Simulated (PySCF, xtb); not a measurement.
C2H7NSi3, SMILES [SiH]1([SiH2]N[SiH2]1)C#C.

GFN2-xTB run with xtb at its own geometry gives an orbital gap of 3.24 eV and a dipole moment of 0.32 D.

Coordinates come from a B3LYP-D3(BJ)/def2-SVP optimisation. The structure was generated by enumeration, and PubChem lists no compound with its InChIKey, so it may never have been made.

### Question
What does PySCF with PBE0/def2-TZVP give? (An estimate is asked for; the answer gives what the named calculation found.)

### Answer
gap 6.30 eV (levels -7.04 and -0.74 eV), dipole 0.80 D.
